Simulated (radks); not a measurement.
Results of a calculation; reference values are marked as such.
Se3+, 31 electrons, occupied as [Ar] 3d10 4s2 4p1.

Code: a radial shooting solver on a logarithmic mesh with Libxc functionals. Model: scalar-relativistic Kohn-Sham, Slater X-alpha with alpha = 0.964, spin-polarised, spherical densities, point nucleus; open shells are filled with parallel spins first.

Energy parts (eV):
part                   energy
total              -66880.630
kinetic             68286.277
electron-nucleus  -159448.466
Hartree             27497.278
exchange            -3215.719

Orbitals (lengths in bohr, moments of r in powers of bohr; r(max) is where P^2 peaks; r(90%) holds 90 % of the orbital's charge):
orbital  occ.  eigenvalue (eV)      <r>  r(90%)   <1/r>   r(max)
1s up       1        -12646.46  0.04399  0.0786   34.62  0.02876
1s down     1        -12646.33  0.04399  0.0786   34.62  0.02876
2s up       1        -1676.240   0.1950   0.301   7.673   0.1638
2s down     1        -1676.180   0.1950   0.301   7.673   0.1638
2p up       3        -1486.835   0.1699   0.277   7.527   0.1308
2p down     3        -1486.734   0.1699   0.277   7.527   0.1308
3s up       1        -262.4838   0.5681   0.846   2.516   0.4984
3s down     1        -262.3168   0.5678   0.845   2.517   0.4984
3p up       3        -202.0186   0.5805   0.887   2.371   0.4948
3p down     3        -201.8187   0.5799   0.885   2.373   0.4948
3d up       5        -100.7518   0.6080    1.00   2.090   0.4439
3d down     5        -100.4622   0.6052   0.996   2.095   0.4437
4s up       1         -54.2899    1.588    2.31  0.8359    1.412
4s down     1         -51.9418    1.581    2.31  0.8430    1.400
4p up       1         -40.7343    1.795    2.64  0.7294    1.581
4p down     0         -38.2875    1.797    2.65  0.7317    1.570

The highest occupied level is 4p up at -40.734 eV. Summed over all electrons, <r^2> = 17.30 bohr^2, which gives a Langevin (diamagnetic) susceptibility term of -13.7 x 10^-6 cm^3/mol. Spin moment in Bohr magnetons: 1. The density falls to 0.001 e/bohr^3 at r = 3.17 bohr. For comparison, the ionisation energy in NIST's Atomic Spectra Database is 42.947 eV (measured). In exact Kohn-Sham theory the highest level is minus the ionisation energy, but local and semilocal functionals leave it too shallow, through self-interaction and a potential that decays too fast; potentials with the right tail come closer.
